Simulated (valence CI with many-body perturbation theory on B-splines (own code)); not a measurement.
Ga⁹⁺: fill in the table

Computed by valence CI with perturbative core correlation (CI+MBPT): four valence electrons over a frozen Dirac-Fock core [Ar], radial functions for each j: 7 s, 7 p, 8 d, 6 f, 4 g, 1 h, with the one-electron correlation potential Σ1, the two-electron term Σ2, the three-electron term Σ3, Breit, model QED; selected CI, second order for the rest, scaled by the run's own slope (own B-spline code, finite nucleus).

No measured levels were compared; by estimate terms of the open shell hold to 2 to 4 % of their energy, and close levels can change places. Excitations out of the core, of the other parity, are not computed and may begin above about 60.4 eV (a cautious bound); beyond it only levels of the ground parity were kept, without lifetimes.

| Level | E (cm⁻¹) |
| --- | --- |
| 3d4 5D_0 | 0.0 |
| 3d4 5D_1 | ? |
| 3d4 5D_2 | ? |
| 3d4 5D_3 | 3354 |
| 3d4 5D_4 | 5117 |
| 3d4 3P_0 [a] | ? |
| 3d4 3H_4 | 39855 |
| 3d4 3H_5 | 41386 |
| 3d4 3P_1 [a] | 42071 |
| 3d4 3H_6 | ? |
| 3d4 3F_3 [a] | ? |
| 3d4 3F_2 [a] | 44987 |
| 3d4 3F_4 [a] | ? |
| 3d4 3P_2 [a] | 47488 |
| 3d4 3G_3 | 50189 |
| 3d4 3G_4 | 51059 |
| 3d4 3G_5 | 52128 |
| 3d4 3D_3 | 61404 |
| 3d4 1I_6 | 61531 |
| 3d4 3D_2 | 61939 |

Letters in brackets count levels of one name in rising energy.

Problem. The levels stand in rising order. What does the calculation give for the missing energies?

Solution. 3d4 5D_1 664; 3d4 5D_2 1833; 3d4 3P_0 [a] 38207; 3d4 3H_6 42663; 3d4 3F_3 [a] 44732; 3d4 3F_4 [a] 45496.
